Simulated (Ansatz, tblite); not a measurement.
Forces on the cluster Pd₃O₃⁻ at its r2SCAN-D4/def2-SVPD geometry. The state is a doublet with charge -1.

In the def2 sets Pd takes a core potential; there is no spin–orbit coupling. The xTB rows come from tblite. At PBE-D4/def2-TZVPD the charge -1 doublet is spin-contaminated (final ⟨S²⟩ up to 1.74, 0.75 for a pure state). Another isomer (doublet) lies 0.02 eV lower at PBE0-D4/def2-TZVPD; other spin states weren't run for this one.

GFN1-xTB (tblite), largest force 0.96 eV/Å:

```xyz
6
positions Å, forces eV/Å
Pd   -0.320    0.350   -1.481    0.180   -0.209    0.860
Pd   -0.743   -1.070    0.701    0.175    0.264   -0.192
Pd    1.056    0.732    0.739   -0.269   -0.185   -0.193
O     1.089    1.567   -1.024   -0.041   -0.138    0.214
O     0.462   -0.508    2.144   -0.190    0.222   -0.911
O    -1.544   -1.071   -1.078    0.145    0.046    0.222
```

GFN2-xTB (tblite), largest force 0.58 eV/Å:

```
Pd 0.046 -0.057 0.227
Pd -0.388 -0.421 0.063
Pd 0.412 0.376 0.088
O 0.151 0.185 -0.071
O -0.050 0.059 -0.240
O -0.171 -0.143 -0.067
```

PBE-D4/def2-TZVPD (Ansatz), largest force 0.54 eV/Å:

```
Pd -0.073 0.082 -0.533
Pd -0.329 -0.195 -0.024
Pd 0.182 0.318 -0.009
O 0.247 0.115 0.275
O 0.097 -0.072 0.035
O -0.124 -0.249 0.255
```
